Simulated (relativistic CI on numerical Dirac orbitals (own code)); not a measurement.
## Hyperfine structure of Te XLIII, mass number 125

Computed by Dirac-Coulomb-Breit CI, separate exchange-only KLI orbitals for each configuration, a model potential for QED, unscaled Slater integrals (own radial code, finite nucleus).

Configurations in the expansion (outside the closed core 1s2): 2s2.2p6, 2s2.2p5.3s, 2s2.2p5.3p, 2s2.2p5.3d, 2s.2p6.3s, 2s.2p6.3p, 2s.2p6.3d, 2s2.2p5.4s, 2s2.2p5.4p, 2s2.2p5.4d, 2s2.2p5.4f, 2s.2p6.4s, 2s.2p6.4p, 2s2.2p4.3s2, 2s.2p6.4d, 2s.2p6.4f. Levels of other configurations are missing.

Nuclear spin I = 1/2, μ = -0.887 μN (tables of Stone and Pyykkö). The electronic factors are computed for point nuclear moments, without core polarisation or the Bohr-Weisskopf and QED corrections.

| Level | E (eV) | A (GHz) |
| --- | --- | --- |
| 2s2.2p5.3s 3P°_2 | 3869.16 | -961.1 |
| 2s2.2p5.3s 1P°_1 | 3874.48 | 52.66 |
| 2s2.2p5.3p 3D_2 | 3959.45 | -535.5 |
| 2s2.2p5.3p 3D_3 | 4030.88 | -287.4 |
| 2s2.2p5.3p 1P_1 | 4030.92 | -297.6 |
| 2s2.2p5.3p 3P_2 | 4038.81 | -286.8 |
| 2s2.2p5.3d 3P°_1 | 4138.07 | -216.7 |
| 2s2.2p5.3d 3F°_3 | 4141.97 | -258.6 |

Levels with J = 0, under 50 % of one LS term, or S terms without an open s electron are left out. Small factors come from cancelling terms and can be off by tens of per cent or more.

At this charge energies of transitions that change n are usually good to better than 1 %, and those within a shell (Δn = 0) to a few per cent.

Task: Give the hyperfine levels of 2s2.2p5.3s 3P°_2 relative to its centre of gravity.

Result: With K = F(F + 1) − I(I + 1) − J(J + 1), E = AK/2: F = 3/2: 1442, F = 5/2: -961.1 GHz.

LS names give the leading component of a level, which can be under half, so a name can repeat, a term be missing and a line seem to break the LS rules.
